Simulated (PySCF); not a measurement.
Ni+ (nickel, charge +1): UHF calculation

Configuration: [Ar] 3d9, 2D determinant. Calculation: PySCF 2.14, in x2c-TZVPall; scalar relativity by spin-free X2C-1e.

```
Total energy                                                  : -1518.785731 hartree
One-electron energy                                           : -2105.9244 hartree
Hartree (Coulomb) energy                                      : 649.5980 hartree
Exchange energy                                               : -62.4594 hartree
⟨S²⟩                                                          : 0.7527
⟨L²⟩                                                          : 6.018
Sum of ⟨r⟩                                                    : 17.46 bohr
Sum of ⟨r²⟩                                                   : 19.20 bohr²
Traceless quadrupole moment −½Σ⟨3z² − r²⟩ along its main axis : -0.471 e·bohr²
Langevin diamagnetic susceptibility                           : -15.2 ×10⁻⁶ cm³/mol
Time after the integrals                                      : 0.31 s of wall time on 1 thread of Intel(R) Xeon(R) Platinum 8259CL CPU @ 2.50GHz (shared host)
```

| shell | electrons | mean orbital energy (eV) | spread (eV) | rms radius, mean of both spins (bohr) |
| --- | --- | --- | --- | --- |
| 1s α | 1 | -8405.5 | 0 | 0.0624 |
| 1s β | 1 | -8405.5 | 0 | 0.0624 |
| 2s α | 1 | -1053.4 | 0 | 0.265 |
| 2s β | 1 | -1052.5 | 0 | 0.265 |
| 2p α | 3 | -902.83 | 1.013 | 0.238 |
| 2p β | 3 | -901.86 | 0.006 | 0.238 |
| 3s α | 1 | -139.76 | 0 | 0.800 |
| 3s β | 1 | -137.07 | 0 | 0.800 |
| 3p α | 3 | -94.308 | 2.169 | 0.857 |
| 3p β | 3 | -91.087 | 1.385 | 0.857 |
| 3d α | 5 | -21.530 | 2.615 | 1.20 |
| 3d β | 4 | -19.936 | 2.068 | 1.20 |

Densities and radii are taken from the X2C orbitals without a picture-change correction, which distorts them close to the nucleus.
